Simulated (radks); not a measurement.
The fluorine anion F-, [Ne], held by a Watson sphere: a shell of charge +1 at radius R that stands for the Madelung well of a crystal (potential energy -1/R inside, -1/r outside, in hartree with lengths in bohr). Calculated with a radial shooting solver on a logarithmic mesh with Libxc functionals: scalar-relativistic Kohn-Sham, PBEsol, spin-unpolarised, spherical densities, finite nucleus; Fermi nuclear charge, rms radius of each element as measured or else 0.836 A^(1/3) + 0.57 fm. Response by self-consistent Sternheimer equations with the Hartree and adiabatic LDA kernel, the relativistic mass of each level held fixed and spin-orbit coupling left out. The sphere does not respond.

R (bohr)  e(1s) (eV)  e(2s) (eV)  e(2p) (eV)  <r> 2p (bohr)  sum of <r^2> (bohr^2)  X-ray form factor at sin(theta)/lambda = 0.3 1/angstrom  alpha (bohr^3)
2.08         -656.42     -27.084      -8.807          1.226                  15.12                                                    5.090           8.187
2.54         -655.60     -25.785      -7.592          1.255                  15.96                                                    5.060           10.30
3.59         -653.88     -23.694      -5.536          1.294                  17.27                                                    5.044           15.39
3.67         -653.77     -23.571      -5.412          1.296                  17.35                                                    5.044           15.78
3.85         -653.53     -23.307      -5.148          1.300                  17.50                                                    5.043           16.64
3.87         -653.50     -23.279      -5.120          1.301                  17.52                                                    5.043           16.74
